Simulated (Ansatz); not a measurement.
Gas-phase electronic energies from Ansatz, PBE0-D4/def2-TZVP geometries. CCSD(T)/CBS adds triple-zeta CCSD(T) − MP2 to the extrapolated MP2 energy (def2 sets, frozen cores). Functionals use def2-TZVPP. Each species was taken in one conformer, which may not be the lowest.

`O/C([SiH3])=C/[SiH3]` → `O[Si@H]1C[C@@H]1[SiH3]`  (isomerisation)

| level | ΔE (kJ/mol) |
| --- | --- |
| B2PLYP | -120.7 |
| PBE0 | -129.4 |
| CCSD(T)/def2-TZVPP | -124.0 |
| HF/def2-QZVPP | -111.4 |

Problem. What does CCSD(T)/CBS give? (Best estimate.)

Solution. The calculation gave: -129.4 kJ/mol. The listed levels differ from it by 8.7, 0.0, 5.4, 18.0 kJ/mol.

Largest T1 diagnostic among the species: 0.013.

From PBE to PBE0 (25 % exact exchange), in def2-TZVPP and without D4, ΔE moves by −12.5 kJ/mol. In def2-TZVPP, CCSD(T) changes the Hartree–Fock value by −14.1 kJ/mol (the triples alone add +2.6 kJ/mol) and MP2 by −31.4 kJ/mol.
